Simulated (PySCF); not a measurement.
Si(F)2(Me)(OH) (CH₄F₂OSi), SMILES C[Si](O)(F)F.

Geometry: ωB97X-D3(BJ)/def2-SVP. The values are those of a single conformer.

Two levels are set side by side: TDDFT-PBE/def2-SVPD (PySCF) and TDDFT-CAM-B3LYP/def2-SVPD (PySCF). Vertical, same geometry. The lowest singlet is HOMO→LUMO 99 % with PBE and HOMO→LUMO 83 %, HOMO→LUMO+1 13 % with the other functional; states are paired by order. Differences are taken from unrounded values.

| quantity | TDDFT-CAM-B3LYP | TDDFT-PBE | TDDFT-PBE minus TDDFT-CAM-B3LYP |
|---|---|---|---|
| lowest singlet excitation (eV) | 8.62 | 7.68 | -0.94 |
| lowest triplet excitation (TDA) (eV) | 8.19 | 7.40 | -0.79 |
| first bright state (f over 0.05) (eV) | 9.34 | 8.10 | -1.24 |
| its oscillator strength | 0.09 | 0.10 | 0.00 |

A lower first singlet is the usual sign of a functional without exact exchange. Differences between two approximate levels are no errors against the true value.

Rough cost on one machine, each run with all the roots and properties that it gave: TDDFT-CAM-B3LYP against TDDFT-PBE about 8 times.
